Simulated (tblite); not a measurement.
C4H12N2SSi.
Atom-mapped SMILES: `[CH3:1]/[N:2]=[CH:3]\[C@@H:4]([CH3:5])[NH:6][SiH2:7][SH:8]` (hydrogens: H9, H10, H11 on C1; H12 on C3; H13 on C4; H14, H15, H16 on C5; H17 on N6; H18, H19 on Si7; H20 on S8)

Structure used (GFN2-xTB), in Å, numbered top down from 1:
```
atom  x, y, z in Å
C1     1.8758    1.7372   -0.3918
N2     2.3979    0.4158   -0.5564
C3     1.6748   -0.6011   -0.6759
C4     0.1615   -0.6997   -0.6537
C5    -0.3043   -2.0824   -1.1032
N6    -0.2961   -0.3740    0.6876
Si7   -1.7810    0.3613    1.0957
S8    -2.1070    1.7924   -0.4820
H9     0.8310    1.8643   -0.6869
H10    2.5096    2.4116   -0.9681
H11    1.9736    2.0061    0.6610
H12    2.2034   -1.5452   -0.7749
H13   -0.2573    0.0555   -1.3285
H14    0.0726   -2.8479   -0.4263
H15   -1.3912   -2.1268   -1.1082
H16    0.0589   -2.2909   -2.1065
H17    0.1407   -0.9609    1.3823
H18   -1.5828    1.0677    2.3533
H19   -2.9763   -0.4871    1.1079
H20   -3.2089    2.3151    0.0296
```

Computed with GFN2-xTB (tblite): harmonic, unscaled wavenumbers at the GFN2-xTB geometry, gas phase. Errors from tens to a few hundred cm⁻¹ against measured bands are possible. Modes of hydrogen on silicon and sulfur can be 10 to 20 % off. One conformer, not necessarily the lowest.

Harmonic wavenumbers (cm⁻¹): 29.3, 40.9, 60.4, 86.9, 110.2, 133.9, 190.9, 212.5, 235.4, 286.1, 359.0, 407.5, 467.9, 499.5, 510.4, 517.6, 564.6, 626.7, 692.3, 717.6, 792.2, 814.0, 878.3, 913.4, 1005.7, 1022.4, 1076.0, 1093.3, 1106.0, 1140.1, 1164.5, 1221.0, 1281.7, 1341.7, 1369.0, 1388.8, 1401.5, 1455.7, 1469.7, 1490.5, 1495.1, 1751.3, 2221.2, 2317.6, 2483.3, 2929.5, 2956.8, 2987.1, 2997.7, 3005.4, 3018.6, 3034.0, 3041.3, 3442.7.

A = 1755, B = 946.6, C = 757.4 MHz; mass 148.049 u (most abundant isotopes); point group C1, symmetry number 1.

Problem. What is the zero-point energy?

Solution. ½Σν̃ = 33928 cm⁻¹ = 97.01 kcal/mol.

Problem. Give the ideal-gas entropy at 273.15 K and 1 bar in the rigid-rotor, harmonic-oscillator model (classical rotation).

Solution. Translation 40.48, rotation 29.66, vibration 37.54: S = 107.7 cal/(mol K).

Problem. And Cp and H(273.15 K) − H(0)?

Solution. Cp = 41.58 cal/(mol K), of which vibrations give 33.63 (their classical limit is 54 R = 107.3); H(273.15 K) − H(0) = 7.19 kcal/mol without the zero-point energy, 5.02 from vibrations.

Problem. What must be added to the electronic energy to get the Gibbs energy at 273.15 K and 1 bar?

Solution. ZPE + [H(273.15 K) − H(0)] − T·S = 97.01 + 7.19 − 29.41 = 74.79 kcal/mol.

Problem. How do the functions run with temperature in this model?

Solution. 
```tsv
T (K)	S (cal/(mol K))	Cp (cal/(mol K))	H − H(0) (kcal/mol)	G − H(0) (kcal/mol)	ln q(vib)
50	63.2	16.5	0.60	-2.56	1.28
100	76.7	22.9	1.59	-6.08	3.32
298.15	111.4	44.2	8.27	-24.96	10.48
373.15	122.2	51.5	11.86	-33.72	12.93
500	138.8	62.2	19.09	-50.29	16.90
750	167.1	77.4	36.67	-88.63	24.13
1000	190.8	87.5	57.37	-133.45	30.67
```

q(vib) and H(0) count from the zero-point level.

Problem. Blend soft modes into free rotors: weight 1/[1 + (100 cm⁻¹/ν̃)⁴] for the oscillator and the rest for a rotor with moment μB/(μ + B), μ = h/(8π²ν), B = 10⁻⁴⁴ kg m². What vibrational entropy results?

Solution. 33.00 cal/(mol K) in place of 37.54, which changes −T·S at 273.15 K by +1.24 kcal/mol.

Problem. Which modes carry the vibrational entropy at 273.15 K?

Solution. 29.3 cm⁻¹: 5.70; 40.9 cm⁻¹: 5.04; 60.4 cm⁻¹: 4.27; 86.9 cm⁻¹: 3.56; 110.2 cm⁻¹: 3.10; 133.9 cm⁻¹: 2.72 cal/(mol K); the other 48 give 13.15 together.

Hindered rotation and anharmonicity are outside this model. Other conformers, if any are populated, would add a mixing term that is left out. The structure is chiral; the term R ln 2 for an equal mix with its mirror image is left out.
